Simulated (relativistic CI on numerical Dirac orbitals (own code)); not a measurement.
## Radial parameters of Rh XII

Computed by Dirac-Coulomb-Breit CI, orbitals from a KLI potential per configuration, QED by a radiative potential, unscaled Slater integrals (own radial code, finite nucleus).

Slater integrals F^k, G^k are unscaled and averaged over j, outside the closed core [Ar] 3d10; ζ comes from projecting the Hamiltonian with its Breit term on Σ l·s of the shell.

- 4s2 4p4: F^2(4p,4p) = 109830, ζ(4p) = 27099 cm⁻¹; <r>(4p) = 0.9522, <r^2>(4p) = 1.023 (bohr units).
- 4s 4p5: G^1(4s,4p) = 145260, ζ(4p) = 27032 cm⁻¹; <r>(4s) = 0.9023, <r^2>(4s) = 0.9138, <r>(4p) = 0.9524, <r^2>(4p) = 1.023 (bohr units).
- 4s2 4p3 4d: F^2(4p,4p) = 109920, ζ(4p) = 27305, F^2(4p,4d) = 102320, G^1(4p,4d) = 129760, G^3(4p,4d) = 81687, ζ(4d) = 2622 cm⁻¹; <r>(4p) = 0.9511, <r^2>(4p) = 1.02, <r>(4d) = 1.046, <r^2>(4d) = 1.248 (bohr units).

Averages of the first 10 configurations, taken without configuration mixing, which lowers the lowest level and can move excited configurations by several eV; other configurations of the list can lie among them:

```csv
Configuration,Parity,States,Average energy above the lowest level (eV)
4s2 4p4,even,15,6.1
4s 4p5,odd,12,47.0
4p6,even,1,92.8
4s2 4p3 4d,odd,200,63.2
4s 4p4 4d,even,300,101.9
4s2 4p3 4f,even,280,121.2
4s 4p4 4f,odd,420,160.3
4p5 4d,odd,60,145.7
4s2 4p3 5s,odd,40,114.4
4s 4p3 4d2,odd,1800,158.3
```
